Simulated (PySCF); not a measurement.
AlSiH9N4O2

The system: AlSiH9N4O2, a molecule drawn as a unit of a network glass or zeolite (built as: Si Al, NH2 ends, O bridges); neutral, singlet. The structure, one conformer, was relaxed in the gas phase by PBE0-D3(BJ)/def2-SVP. No frequency run checks that it is a minimum.

SMILES: [NH2][Al-]1([NH2])[O][Si](N)(N)[OH+]1

```tsv
atom	x (Å)	y (Å)	z (Å)
N1	-0.236	2.317	1.502
Al2	-0.817	0.754	0.864
N3	-2.103	-0.097	1.773
O4	-0.620	0.645	-0.924
Si5	0.535	-0.483	-1.067
N6	2.163	-0.176	-1.487
N7	0.035	-1.843	-1.949
O8	0.578	-0.648	0.677
H9	-0.325	2.629	2.460
H10	0.072	3.081	0.912
H11	-2.915	0.374	2.153
H12	-2.297	-1.088	1.695
H13	2.687	0.501	-0.944
H14	2.419	-0.133	-2.466
H15	-0.943	-2.015	-2.139
H16	0.651	-2.581	-2.262
H17	1.106	-1.237	1.221
```

Shieldings: GIAO PBE0/pcSseg-1. Shifts are against computed references at the same level: H TMS (σ 31.27 ppm), Si TMS (σ 352.0 ppm). Core levels by delta-SCF with SCAN, pcX-2 on the ionised atom and pcseg-1 elsewhere, spin-free X2C (2p3/2 is the spin-free 2p value less a third of a first-order spin-orbit splitting); from the vacuum level, for chosen atoms.

Q: Give the shieldings and core levels atom by atom.

A: 
```
atoms          bonded to  σ (ppm)  δ (ppm)  core level (eV)
   N1         1 Al + 2 H    262.4        -        1s 403.22
  Al2          2 N + 2 O    468.6        -      2p3/2 79.20
   N3         1 Al + 2 H    266.0        -        1s 403.26
   O4        1 Al + 1 Si    235.7        -                -
  Si5          2 N + 2 O    399.9    -47.9     2p3/2 107.79
   N6         1 Si + 2 H    239.4        -                -
   N7         1 Si + 2 H    239.4        -                -
   O8  1 Al + 1 Si + 1 H    261.3        -        1s 539.19
   H9                1 N    31.57    -0.30                -
  H10                1 N    31.52    -0.26                -
  H11                1 N    31.85    -0.58                -
  H12                1 N    31.97    -0.71                -
  H13                1 N    30.63     0.63                -
  H14                1 N    30.56     0.71                -
  H15                1 N    30.26     1.00                -
  H16                1 N    30.38     0.89                -
  H17                1 O    28.72     2.55                -
```

Values are those of this one static structure; atoms that internal rotation interchanges would show their mean in an NMR spectrum.

Q: By CAM-B3LYP/def2-SVPD (TDDFT singlets, Tamm-Dancoff triplets, ionisation by delta-SCF), where does absorption start, and what does vertical ionisation take?

A: The lowest singlet lies at 5.54 eV (f 0.029), the strongest of the first 6 at 5.76 eV (f 0.078), the lowest triplet at 5.29 eV; vertical ionisation takes 8.67 eV.

The 3 runs behind this took 6 min in all, one thread each of Arm Neoverse V1 on a shared host, launched as `OMP_NUM_THREADS=1 python cluster_run.py task.json out`.
